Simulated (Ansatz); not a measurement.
Mulliken charges of `O=C1C[SiH2]1` from ωB97M-V/def2-TZVPP in Ansatz (PBE0-D4/def2-TZVP geometry).

```json
{"atom": "O1", "x (Å)": "-0.360", "y (Å)": "0.572", "z (Å)": "2.160", "charge (e)": "-0.232"}
{"atom": "C2", "x (Å)": "-0.243", "y (Å)": "0.260", "z (Å)": "1.017", "charge (e)": "0.084"}
{"atom": "C3", "x (Å)": "0.582", "y (Å)": "0.683", "z (Å)": "-0.164", "charge (e)": "-0.259"}
{"atom": "Si4", "x (Å)": "-0.436", "y (Å)": "-0.888", "z (Å)": "-0.462", "charge (e)": "0.190"}
{"atom": "H5", "x (Å)": "1.662", "y (Å)": "0.728", "z (Å)": "-0.034", "charge (e)": "0.113"}
{"atom": "H6", "x (Å)": "0.187", "y (Å)": "1.568", "z (Å)": "-0.668", "charge (e)": "0.120"}
{"atom": "H7", "x (Å)": "-1.551", "y (Å)": "-0.781", "z (Å)": "-1.431", "charge (e)": "-0.008"}
{"atom": "H8", "x (Å)": "0.251", "y (Å)": "-2.200", "z (Å)": "-0.473", "charge (e)": "-0.007"}
```

Question: By hand: the dipole of these point charges (1 e Å = 4.8032 D).

Answer: Σ q r = (0.050, -0.164, -0.530) e Å, of length 0.557 e Å = 2.68 D.

Question: How does the dipole of the full density compare? (An estimate is asked.)

Answer: The calculation gave: (0.096, -0.134, -0.578) e Å, 2.89 D; the point charges give 0.93 times that, at 6° from its direction.

Point charges leave out the atoms' own dipoles, such as those of lone pairs, and Mulliken's split depends on the basis, so the close match here is no proof of good charges.
